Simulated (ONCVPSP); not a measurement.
# Cutoff test, Sm (Z = 62), ONCV

```
Element                 : Sm (Z = 62)
Generator               : ONCVPSP 4.0.1
Type                    : optimised norm-conserving Vanderbilt (ONCV)
Functional              : LDA (Perdew-Zunger)
Relativity              : fully relativistic
Frozen core             : [Kr] 4d10
Valence charge          : 16
Reference configuration : 4f5 5s2 5p6 5d1 6s2
Partial waves           : 5s+6s: rc 2.55 bohr, ncon 4, nbas 8, qcut 5.7 1/bohr, 2 projectors; 5p: rc 2.00 bohr, ncon 3, nbas 7, qcut 7.5 1/bohr, 2 projectors, debl 2.6 Ha; 5d: rc 3.45 bohr, ncon 3, nbas 8, qcut 5.2 1/bohr, 2 projectors, debl 3.8 Ha; 4f: rc 1.15 bohr, ncon 5, nbas 10, qcut 15.6 1/bohr, 1 projector
Local potential         : polynomial inside 1.10 bohr (lpopt 5, dvloc0 0 Ha)
Core correction         : Teter function fitted to the true core (icmod 2), fcfact 0.4
```

Open shells are filled in proportion to 2j + 1.

Question: For each optimised wave give the share of its norm inside rc, the residual kinetic energy above qcut (Ha) and the cutoffs (Ha) for errors of 10, 1, 0.1 and 0.01 mHa per electron.

Answer:

```
               wave  norm inside rc  residual KE  10 mHa  1 mHa  0.1 mHa  0.01 mHa
                 5s           0.982      2.7e-08     5.2    8.8     11.0      12.8
                 6s           0.117      1.0e-07     2.7    8.4     11.1      13.1
           5p j=3/2           0.762      1.2e-07    11.7   16.7     20.3      23.1
p projector 2 j=3/2           0.105      2.3e-07    12.2   17.6     21.4      24.3
           5p j=1/2           0.814      1.4e-07    11.2   16.6     20.4      23.2
p projector 2 j=1/2           0.114      3.0e-07    11.4   17.6     21.5      24.5
           5d j=5/2           0.730      5.3e-10     4.9    6.8      8.4       9.8
d projector 2 j=5/2           0.170      1.7e-07     8.2   10.3     11.3      12.4
           5d j=3/2           0.753      7.2e-10     5.1    7.0      8.6       9.9
d projector 2 j=3/2           0.172      2.0e-07     8.3   10.3     11.4      12.5
           4f j=7/2           0.748      1.7e-05    91.4  104.0    114.2     145.3
           4f j=5/2           0.756      1.7e-05    91.6  104.3    114.3     147.7
```

The occupied waves need 104 Ha and 114 Ha for 1 and 0.1 mHa. Note: ghosts flagged at negative energy: s at -100.3 eV; GHOST(+) flagged for p3/2 at 114.1 eV, p1/2 at 131.0 eV, d5/2 at 304.3 eV, d3/2 at 423.4 eV. A true bound ghost makes a file unfit for plane-wave use. 2 of 4 tests not solved or not reliable.
